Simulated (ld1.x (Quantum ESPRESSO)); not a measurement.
**iodine: one change to a TM potential, before and after**

```
Element                 : iodine (I)
Generator               : ld1.x (Quantum ESPRESSO) 7.5
Type                    : norm-conserving Troullier–Martins (Kleinman–Bylander form)
Functional              : LDA (PZ)
Relativity              : scalar-relativistic
Frozen core             : [Kr] 4d10
Valence charge          : 7
Reference configuration : 5s1.5 5p5.5
Partial waves           : 5s (bound): rc 1.65 bohr; 5p (bound): rc 1.75 bohr; 5d channel at -0.1 Ry: rc 1.65 bohr
Local potential         : the d channel
Core correction         : a·sin(br)/r model core inside 1.10 bohr
```

Change: wave 5d channel at -0.1 Ry: rc 1.65 bohr becomes 5d channel at -0.1 Ry: rc 1.06 bohr.

Cutoffs: the cutoffs (Ry, on a coarse ladder) from which the occupation-weighted sum of valence levels, in a spherical-Bessel basis at the reference potential, stays within 10 and 1 mRy of its value at 400 Ry; they do not see the model core or the augmentation charge, which bear on the density cutoff. Errors are all-electron minus pseudo energies relative to the spin-unpolarised reference configuration.

Problem. Predict the effect on cutoff, ghosts and configuration errors.

Solution. The potential gets neither clearly harder nor softer (35 Ry and 70 Ry → 35 Ry and 70 Ry); the bound ghosts move from p, s to d, p, s; the number of tests that count goes from 8 to 9; of the 8 tests that both files solve, the error grows in 0 and shrinks in 5 by more than 15 % and 0.3 meV (median size 1.4 → 0.6 meV); the range in which the p phases agree narrows (upper end at the end of the scan → 1.6); the range in which the d phases agree widens (upper end 0.2 → 2.1). Less of the atom is replaced, so other configurations are described better.

| quantity | base | changed |
| --- | --- | --- |
| cutoff, loose | 35 Ry | 35 Ry |
| cutoff, tight | 70 Ry | 70 Ry |
| loose cutoff by channel (10 mRy a level) | s 30 Ry, p 30 Ry | s 25 Ry, p 30 Ry |
| bound ghosts | s, p | s, p, d (extra level of the local part) |
| tests counted (converged, no solver errors) | 8 of 9 | 9 of 9 |
| error for 5s2 5p5, meV [ΔE -5.23 eV] | -1.0 | -0.6 |
| error for 5s2 5p4, meV [ΔE 6.07 eV] | -3.3 | -2.1 |
| error for 5s2 5p3, meV [ΔE 26.14 eV] | -10 | -0.1 |
| error for 5s1 5p6, meV [ΔE 5.28 eV] | -1.7 | -1.2 |
| error for 5s2 5p5.3, meV [ΔE -7.06 eV] | -0.6 | +0.5 |
| error for 5s2 5p4.5, meV [ΔE -0.62 eV] | -1.9 | -1.9 |
| error for 5s1.5 5p5.5 (spin-polarised), meV [ΔE -0.13 eV] | +0.5 | +0.6 |
| error for 5s2 5p5 (spin-polarised), meV [ΔE -5.35 eV] | -0.7 | -0.1 |
| s: phases at 1.89 bohr within 0.05 rad from the reference energy up to (Ry; the scan ends near 5) | 0.1 | 0.4 |
| p: phases at 1.89 bohr within 0.05 rad from the reference energy up to (Ry; the scan ends near 5) | to the end of the scan | 1.6 |
| d: phases at 1.89 bohr within 0.05 rad from the reference energy up to (Ry; the scan ends near 5) | 0.2 | 2.1 |

Base: Tests not counted: 5s2 5p2 (solver errors, printed error -24.3 eV). A true bound ghost makes a file unfit for plane-wave use even where its test errors are small: the radial tests pick states by their node count and pass the ghost by. Where a test does run into it, the solver fails or the error is huge.
